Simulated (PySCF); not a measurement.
# N⁺ (nitrogen, charge +1): UHF calculation

Configuration: [He] 2s2 2p2, high-spin 3P determinant. Calculation: PySCF 2.14, in cc-pVTZ-DK (4s3p2d1f, 30 functions); scalar relativity by spin-free X2C-1e.

```json
{
 "Total energy": "-53.919642 hartree",
 "One-electron energy": "-70.0908 hartree",
 "Hartree (Coulomb) energy": "22.3893 hartree",
 "Exchange energy": "-6.2181 hartree",
 "⟨S²⟩": "2.0069",
 "⟨L²⟩": "2.011",
 "Sum of ⟨r⟩": "5.455 bohr",
 "Sum of ⟨r²⟩": "7.804 bohr²",
 "Traceless quadrupole moment −½Σ⟨3z² − r²⟩ along its main axis": "0.775 e·bohr²",
 "Langevin diamagnetic susceptibility": "-6.18 ×10⁻⁶ cm³/mol",
 "Time after the integrals": "0.13 s of wall time on 1 thread of Neoverse-N1 (shared host)"
}
```

```
shell  electrons  mean orbital energy (eV)  rms radius, mean of both spins (bohr)
 1s α          1                   -444.34                                  0.265
 1s β          1                   -442.32                                  0.265
 2s α          1                   -44.211                                   1.38
 2s β          1                   -35.584                                   1.38
 2p α          2                   -30.364                                   1.39
```
